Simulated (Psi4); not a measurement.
CH4S, charge +1, doublet, at a GFN2-xTB geometry (a state made from the parent by changing its charge; the spin is typed, not shown lowest); CCSD(T)/6-31G* (Psi4).

Here is a job for Psi4.
```
memory 2 GB

molecule mol {
1 2
C    -0.073882    1.119810    0.010353
S    -0.041344   -0.650098   -0.006703
H     1.309198   -0.804870    0.002888
H    -1.108580    1.459369    0.005168
H     0.444890    1.505535    0.894568
H     0.459297    1.522683   -0.857495
}

set {
  basis 6-31g*
  reference uhf
  freeze_core true
  mp2_type conv
  scf_type pk
  puream true
  d_convergence 1e-8
}

energy('ccsd(t)')
print_variables()
```

Output, abridged:

```
   => Loading Basis Set <=

    Name: 6-31G*
    Role: ORBITAL
    Keyword: BASIS

         ---------------------------------------------------------
                                   SCF
               by Justin Turney, Rob Parrish, Andy Simmonett
                          and Daniel G. A. Smith
                              UHF Reference
         ---------------------------------------------------------

  ==> Geometry <==

    Molecular point group: c1
    Full point group: C1

    Geometry (in Angstrom), charge = 1, multiplicity = 2:

       Center              X                  Y                   Z               Mass
    ------------   -----------------  -----------------  -----------------  -----------------
         C           -0.051071369284     1.195548954336     0.011281906783    12.000000000000
         S           -0.018533369284    -0.574359045664    -0.005774093217    31.972071174400
         H            1.332008630716    -0.729131045664     0.003816906783     1.007825032230
         H           -1.085769369284     1.535107954336     0.006096906783     1.007825032230
         H            0.467700630716     1.581273954336     0.895496906783     1.007825032230
         H            0.482107630716     1.598421954336    -0.856566093217     1.007825032230

  Running in c1 symmetry.

  Rotational constants: A =      3.40687  B =      0.45161  C =      0.43025 [cm^-1]
  Rotational constants: A = 102135.36117  B =  13539.05347  C =  12898.44909 [MHz]
  Nuclear repulsion =   57.110670557490103

  Charge       = 1
  Multiplicity = 2
  Electrons    = 25
  Nalpha       = 13
  Nbeta        = 12

  ==> Algorithm <==

  SCF Algorithm Type is PK.
  DIIS enabled.
  MOM disabled.
  Fractional occupation disabled.
  Guess Type is SAD.
  Energy threshold   = 1.00e-08
  Density threshold  = 1.00e-08
  Integral threshold = 1.00e-12

  ==> Primary Basis <==

  Basis Set: 6-31G*
    Blend: 6-31G*
    Number of shells: 22
    Number of basis functions: 40
    Number of Cartesian functions: 42
    Spherical Harmonics?: true
    Max angular momentum: 2

  ==> Integral Setup <==

  Using in-core PK algorithm.
   Calculation information:
      Number of atoms:                   6
      Number of AO shells:              22
      Number of primitives:             58
      Number of atomic orbitals:        42
      Number of basis functions:        40

      Integral cutoff                 1.00e-12
      Number of threads:                 1

  Performing in-core PK
[...]
  @UHF Final Energy:  -437.38952040539738
    Total Energy =                       -437.3895204053973202
[...]
      6   0   1   0         0.0232997626
      5   5   1   2        -0.0229430624
      4   4   1   2        -0.0224963357
      6   1   1   0        -0.0223642247

    SCF energy       (wfn)                    = -437.389520405397377
    Reference energy (file100)                = -437.389520405397150

    Opposite-spin MP2 correlation energy      =   -0.177893074602935
    Same-spin MP2 correlation energy          =   -0.050084835949295
    Singles MP2 correlation energy            =   -0.000000000000000
    MP2 correlation energy                    =   -0.227977910552230
      * MP2 total energy                      = -437.617498315949376

    Opposite-spin CCSD correlation energy     =   -0.215098764675309
    Same-spin CCSD correlation energy         =   -0.049264722302022
    Singles CCSD correlation energy           =    0.000000000000000
    CCSD correlation energy                   =   -0.264363486977331
      * CCSD total energy                     = -437.653883892374495

            **************************
            *                        *
            *        CCTRIPLES       *
            *                        *
            **************************

    Wave function   =    CCSD_T
    Reference wfn   =      UHF

    Nuclear Rep. energy (wfn)                =   57.110670557490103
    SCF energy          (wfn)                = -437.389520405397377
    Reference energy    (file100)            = -437.389520405397150
    CCSD energy         (file100)            =   -0.264363486977331
    Total CCSD energy   (file100)            = -437.653883892374495

    Number of ijk index combinations:
    Spin Case AAA:                                  35
    Spin Case BBB:                                  20
    Spin Case AAB:                                 126
    Spin Case ABB:                                 105
    AAA (T) energy                             =   -0.000131578491079
    BBB (T) energy                             =   -0.000115972877266
    AAB (T) energy                             =   -0.003431169543311
    ABB (T) energy                             =   -0.003022567785057
    (T) energy                                   =   -0.006701288696713
      * CCSD(T) total energy                     = -437.660585181071212

  Variable Map:
  ----------------------------------------------------------------------------
[...]
  Array Variable Map:
  ----------------------------------------------------------------------------
[...]
[...]
```
